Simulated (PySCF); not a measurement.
PySCF job for Se(F)(NMe2) (C2H6FNSe), SMILES CN(C)[Se]F, ωB97X-D3(BJ)/def2-SVP. 

```python
import numpy as np
from pyscf import gto, scf, dft
import os
os.environ['JAX_PLATFORMS'] = 'cpu'
from ase import Atoms, units
from ase.calculators.calculator import Calculator, all_changes
from sella import Sella

mol = gto.M(
    atom='''
    Se   -0.74428874    0.44332803    0.00000000
    F    -1.43076991   -1.33433079   -0.00000001
    N     0.99263376    0.18242302   -0.00000000
    C     1.67621105   -0.20924623   -1.21521816
    C     1.67621105   -0.20924625    1.21521817
    H     1.75437421   -1.29760291   -1.29932868
    H     2.68223154    0.21541907   -1.22111359
    H     1.12328288    0.16709283   -2.07387708
    H     2.68223154    0.21541907    1.22111359
    H     1.75437422   -1.29760292    1.29932867
    H     1.12328287    0.16709282    2.07387708
    ''',
    basis='def2-SVP',
    charge=0,
    spin=0,
    max_memory=1600,
    verbose=3,
)
mf = dft.RKS(mol, xc='wb97x-d3bj').density_fit(auxbasis='def2-universal-jkfit')
mf.grids.level = 3
mf.conv_tol = 1e-9
mf.max_cycle = 100
mf.kernel()
grad = mf.nuc_grad_method()
grad.grid_response = mol.nao <= 150
scan = grad.as_scanner()
scan.verbose = scan.base.verbose = 0
class SCF(Calculator):
    implemented_properties = ['energy', 'forces']
    def calculate(self, atoms=None, properties=None, system_changes=all_changes):
        super().calculate(atoms, properties, system_changes)
        e, g = scan(mol.set_geom_(self.atoms.positions, unit='Angstrom', inplace=False))
        assert scan.converged
        self.results = {'energy': float(e) * units.Hartree, 'forces': -np.asarray(g) * units.Hartree / units.Bohr}
atoms = Atoms(mol.elements, mol.atom_coords(unit='Angstrom'), calculator=SCF())
conv = Sella(atoms, order=0, internal=True, allow_fragments=True).run(fmax=0.002, steps=150)
mol_eq = mol.set_geom_(atoms.positions, unit='Angstrom', inplace=False)
print(mol_eq.tostring(format='xyz'))
mf.reset(mol_eq)
mf.verbose = 3
mf.kernel()
```

Program output:

```
converged SCF energy = -2635.45645092021
     Step          Energy         fmax         cmax       rtrust          rho
Sella   0   -71714.422836       1.8318       0.0000       0.1000       1.0000
Sella   1   -71714.543031       1.8318       0.0000       0.1000       1.2463
Sella   2   -71714.549100       0.5575       0.0000       0.1000       0.7569
Sella   3   -71714.550185       0.1853       0.0000       0.1000       1.2524
Sella   4   -71714.550657       0.1218       0.0000       0.1000       1.4862
Sella   5   -71714.551016       0.0467       0.0000       0.1000       1.2623
Sella   6   -71714.551129       0.0325       0.0000       0.1000       1.2977
Sella   7   -71714.550565       0.0423       0.0000       0.0382      -2.7820
Sella   8   -71714.551214       0.0518       0.0000       0.0408       0.9928
Sella   9   -71714.551221       0.0188       0.0000       0.0408       1.4501
Sella  10   -71714.551223       0.0086       0.0000       0.0408       1.0352
11
XYZ from PySCF
Se         -0.76938308        0.38490306        0.00002511
F          -1.33312563       -1.31995614       -0.00002060
N           0.98750105        0.19823216        0.00000873
C           1.66457544       -0.20380343       -1.22608869
C           1.66459729       -0.20381936        1.22608886
H           1.71147444       -1.30380729       -1.32865862
H           2.69488240        0.18990033       -1.22426258
H           1.13140542        0.20753029       -2.09357538
H           2.69490576        0.18988000        1.22424433
H           1.71149389       -1.30382402        1.32864931
H           1.13144750        0.20751013        2.09358953
converged SCF energy = -2635.46116904534
```

Self-consistency was reached.
